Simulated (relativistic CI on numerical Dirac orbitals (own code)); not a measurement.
Computed by Dirac-Coulomb-Breit CI, orbitals from a KLI potential per configuration, model QED (radiative potential, 1s self-energy scaled to tabulated hydrogen-like ionisation energies), unscaled Slater integrals (own radial code, finite nucleus).

CI space (outside the closed core 1s2): 2s²2p⁴, 2s2p⁵, 2p⁶, 2p⁵3s, 2p⁵3p, 2p⁵3d, 2s²2p³3s, 2s²2p³3p, 2s²2p³3d, 2s2p⁴3s, 2s2p⁴3p, 2s2p⁴3d, 2s²2p³4s, 2s²2p³4p, 2s²2p³4d, 2s²2p³4f, 2s²2p²3s², 2s2p⁴4s, 2s2p⁴4p, 2s²2p²3s3p, 2s2p⁴4d, 2s2p⁴4f, 2s²2p³5s, 2s²2p³5p, 2s²2p²3s3d, 2s²2p²3p², 2s²2p³5d, 2s²2p³5f, 2s²2p³5g, 2s²2p²3p3d, 2s2p³3s², 2s²2p²3d², 2s2p³3s3p, 2s2p³3s3d, 2s2p³3p², 2s2p⁴5s. Levels of other configurations are missing.

At this charge energies of transitions that change n are usually good to better than 1 %, and those within a shell (Δn = 0) to a few per cent.

Outline of the computed level scheme of Ho LX. Lowest level of each configuration: 2s²2p⁴ ³P2 at 0.00 eV; 2s2p⁵ ³P°2 at 1239.16 eV; 2p⁶ ¹S0 at 2588.49 eV; 2s²2p³3s ³P°2 at 7040.10 eV; 2s²2p³3p ³P1 at 7145.14 eV; 2s²2p³3d ³D°2 at 7505.56 eV; 2s2p⁴3s ⁵P3 at 8206.60 eV.

Some strong electric-dipole decays among the lowest 45 levels: 2s²2p³3d ³D°3 → 2s²2p⁴ ³P2 (1.5e+15 s⁻¹); 2s²2p³3d ³D°1 → 2s²2p⁴ ¹S0 (9.3e+14 s⁻¹); 2s²2p³3d ³D°2 → 2s²2p⁴ ³P2 (6.8e+14 s⁻¹); 2s²2p³3d ³D°1 → 2s²2p⁴ ³P2 (1.8e+14 s⁻¹); 2s²2p³3s ¹D°2 → 2s²2p⁴ ¹D2 (1.3e+14 s⁻¹); 2s²2p³3s ³S°1 → 2s²2p⁴ ³P1 (1.2e+14 s⁻¹); 2s²2p³3s ¹P°1 → 2s²2p⁴ ³P2 (1.2e+14 s⁻¹); 2s2p⁴3s ³P2 → 2s2p⁵ ³P°2 (1.2e+14 s⁻¹).

LS names give the leading component of a level, which can be under half, so a name can repeat, a term be missing and a line seem to break the LS rules.
